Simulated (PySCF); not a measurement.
# How methods differ on the ionisation energy of Ca

Ca [Ar] 4s2 (1S) → Ca⁺ [Ar] 4s1 (2S), as a difference of total energies. Calculation: PySCF 2.14, in aug-cc-pVDZ-X2C (6s5p3d, 36 functions); scalar relativity by spin-free X2C-1e. Correlated levels: valence: [Ar] frozen. The calculations carry no spin-orbit coupling.

```json
{"method": "UHF", "ionisation energy (eV)": "5.147", "error (eV)": "-0.966"}
{"method": "MN15", "ionisation energy (eV)": "6.337", "error (eV)": "+0.224"}
{"method": "TPSS", "ionisation energy (eV)": "6.026", "error (eV)": "-0.087"}
{"method": "MP2 (valence)", "ionisation energy (eV)": "5.624", "error (eV)": "-0.489"}
{"method": "SCS-MP2 (valence)", "ionisation energy (eV)": "5.720", "error (eV)": "-0.393"}
{"method": "CCSD (valence)", "ionisation energy (eV)": "5.907", "error (eV)": "-0.206"}
```

Reference: 6.113 eV (measured; NIST Atomic Spectra Database, ionization energies).

Errors of the correlated levels include the incompleteness of this basis and the frozen core.

With two correlated electrons CCSD is exact in that space.
